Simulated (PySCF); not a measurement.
difluorogermane, F₂GeH₂, SMILES [F][GeH2][F], point group C2v.

Level: CAM-B3LYP/cc-pVDZ in PySCF (density fitting, grid level 2); geometry and Hessian at that level, cubic constants and property derivatives from steps of ±0.6 along each species' dimensionless normal coordinates, second-order vibrational perturbation theory. The parent has the commonest isotopes.

Equilibrium geometry (Å):

```tsv
atom	x	y	z
F1	-1.1439	1.1992	-0.2227
Ge2	-0.0169	-0.1104	-0.0083
F3	1.5479	0.6448	0.1026
H4	-0.0388	-0.9567	-1.2792
H5	-0.3138	-0.7655	1.3389
```

Q: Give the equilibrium and ground-state rotational constants (MHz) of parent; ²H at 4.

A: 
| species | Ae | Be | Ce | A0 | B0 | C0 | Δ0 (u Å²) | harmonic ZPE (cm⁻¹) |
| --- | --- | --- | --- | --- | --- | --- | --- | --- |
| parent | 14845 | 6626.5 | 4892.8 | 14793 | 6621.4 | 4874.7 | -6.814 | 4546 |
| ²H at 4 | 13657 | 6485.7 | 4831.8 | 13613 | 6478.5 | 4814.2 | -10.158 | 4028 |

Δ0 = Ic − Ia − Ib from the ground-state constants.

Q: How is the parent's vibrational correction B0 − Be made up?

A: 
| axis | harmonic | Coriolis | cubic | total (MHz) |
| --- | --- | --- | --- | --- |
| a | 65.1 | -7.46 | -109 | -51.6 |
| b | 15.6 | -1.08 | -19.6 | -5.13 |
| c | 4.01 | -1.34 | -20.8 | -18.2 |

Q: And its quartic centrifugal distortion constants from the harmonic force field?

A: Asymmetric top, A reduction, Ir representation: ΔJ = 6.63 kHz, ΔJK = -44.6 kHz, ΔK = 167 kHz, δJ = 2.67 kHz, δK = 4.28 kHz.

A mode lies under 250 cm⁻¹, where this perturbation treatment is rough.
